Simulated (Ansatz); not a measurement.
Name a neutral molecule of Al, Cl, N, O, Si and H with HOMO energy (B3LYP/def2-TZVPP) between -6.80 and -6.50 eV and LUMO energy (PBE/def2-TZVPP) between -1.95 and -1.65 eV (Ansatz, PBE0-D4/def2-TZVP geometry).

`N[SiH2][Al]([OH])[Cl]` (-6.76 eV, -1.89 eV). Other molecules can fit too; these were computed, each in one conformer that needn't be the lowest.

B3LYP here is the variant with VWN-RPA as its local correlation; programs differ in this.
